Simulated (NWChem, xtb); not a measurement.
How methods differ on PbO (SMILES [O][Pb])

The species is PbO (2 atoms), meant as a singlet with charge 0. As SMILES, `[O][Pb]`. Geometry: the measured bond length.

```xyz
2

O     0.0000    0.0000    0.0000
Pb    0.0000    0.0000    1.9218
```

Quantity: the mean polarisability, in bohr³. The values are calculated.

```
                                level                    kind  program  value (bohr³)   CPU time
                             GFN0-xTB          semi-empirical      xtb           59.5  under 2 s
                             GFN2-xTB          semi-empirical      xtb           57.7  under 2 s
      SVWN5/def2-SVP (core potential)                     LDA   NWChem           32.3       11 s
     SVWN5/def2-TZVP (core potential)                     LDA   NWChem           37.9       55 s
     SVWN5/def2-SVPD (core potential)                     LDA   NWChem           43.6       18 s
    SVWN5/def2-TZVPD (core potential)                     LDA   NWChem           44.5       83 s
    SVWN5/def2-QZVPD (core potential)                     LDA   NWChem           44.6    8.4 min
CAM-B3LYP/def2-TZVPP (core potential)  range-separated hybrid   NWChem           36.9    1.7 min
  CAM-B3LYP/def2-SVP (core potential)  range-separated hybrid   NWChem           31.9       18 s
 CAM-B3LYP/def2-TZVP (core potential)  range-separated hybrid   NWChem           36.9    1.9 min
```

The values span 31.9 to 59.5 bohr³. CPU times are rough (shared hosts, several kinds of processor): they show what a rung costs within a factor of a few.
